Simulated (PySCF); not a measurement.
Here is a job for PySCF.
```python
from pyscf import gto, scf

mol = gto.M(
    atom='''
N     1.072844   -0.472334   -0.037573
Si   -0.466234    0.176594    0.025059
H     1.908143    0.009852   -0.325644
H    -0.919697   -0.037797    1.412548
H    -1.295333   -0.714284   -0.808995
H    -0.675749    1.576251   -0.365727
''',
    basis='aug-cc-pvtz',
    charge=0,
    spin=1,
    verbose=4,
)

mf = scf.UHF(mol)
mf = mf.density_fit(auxbasis='def2-universal-jkfit')
mf.kernel()
mf.analyze()
```

**Question.** What does this run give for the nuclear repulsion energy, <S^2>, dipole moment, total energy, number of basis functions, HOMO energy?

**Answer.** 
- nuclear repulsion energy = 58.3575 Eh
- <S^2> = 0.760
- dipole moment = 1.59 D
- total energy = -345.707065 Ha
- number of basis functions = 188
- HOMO energy = -11.46 eV

These values belong to the state on which the SCF converged, which isn't shown to be the lowest.
